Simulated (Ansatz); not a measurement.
**Worked example: CHClF2 + C2H5Ge → CHF2 + C2H5ClGe**

Gas-phase species: CHClF2 (difluorochloromethane) `FC(F)Cl`, singlet; C2H5Ge `C=[CH][GeH2]`, doublet; CHF2 (difluoromethyl radical) `F[CH]F`, doublet; C2H5ClGe `C=[CH][GeH2][Cl]`, singlet. A radical takes Cl: the energy is the difference in strength between the C–Cl bond broken and the Ge–Cl bond made.

Shapes, held fixed at every level: PBE0-D4/def2-TZVP. Flexible molecules stand in one conformer, not always the lowest. Programs: Ansatz 0.2.0. The zero-point and thermal change to 298 K, harmonic and unscaled (PBE0-D4/def2-TZVP), is -0.7 kJ/mol.

At B2PLYP/def2-TZVPP; 1 Eh = 2625.50 kJ/mol:

```
 species   energy (Eh)
  CHClF2   -698.440083
  C2H5Ge  -2155.730965
    CHF2   -238.284099
C2H5ClGe  -2615.907485
```

Task: Work out ΔH(298 K) of the reaction at this level.

Result: 
1. Products less reactants: (-238.284099) + (-2615.907485) − [(-698.440083) + (-2155.730965)] = -0.020536 Eh = -53.9 kJ/mol.
2. With the thermal change: -53.9 + (-0.7) = -54.6 kJ/mol.

Other levels give -80.0 (HF/def2-SVP) to -23.7 kJ/mol (SPW92/def2-TZVPP). No measured value is set beside it here. Spin contamination: C2H5Ge (⟨S²⟩ up to 0.88). Open shells run unrestricted. Relativity is left out for Ge. Outer-core shells of Ge are correlated, in sets that cover them unevenly.
